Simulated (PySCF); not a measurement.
# Ar (argon, neutral) across methods

[Ne] 3s2 3p5 4s1, high-spin 3P determinant (an excited configuration). Calculation: PySCF 2.14, in aug-cc-pCVTZ-DK with one added diffuse shell each of s, p, d, f type (9s8p6d4f, 91 functions); the spin-free X2C one-electron Hamiltonian (Gaussian nucleus).

```tsv
method	E (hartree)	mean ε 3p α (eV)	mean ε 3p β (eV)	mean ε 4s α (eV)	Σ⟨r²⟩ (bohr²)	⟨S²⟩
UHF	-528.23027	-23.454	-21.899	-3.897	52.75	2.009
TPSSh	-528.9523	-17.774	-16.597	-2.555	51.07	2.004
r2SCAN	-528.9028	-17.426	-16.175	-2.514	50.61	2.005
B3LYP	-528.9644	-18.187	-17.053	-2.801	49.60	2.003
PBE0	-528.7831	-18.672	-17.437	-2.896	50.37	2.004
wB97X-V	-528.8635	-21.237	-20.118	-4.025	51.14	2.003
LDA	-527.3158	-16.757	-15.612	-2.550	49.14	2.001
BP86	-529.0017	-16.817	-15.722	-2.578	49.55	2.002
PBE	-528.7479	-16.758	-15.603	-2.451	49.90	2.003
```

The outer electron is Rydberg-like, and this basis confines it to a smaller radius and binds it less than a complete one would.
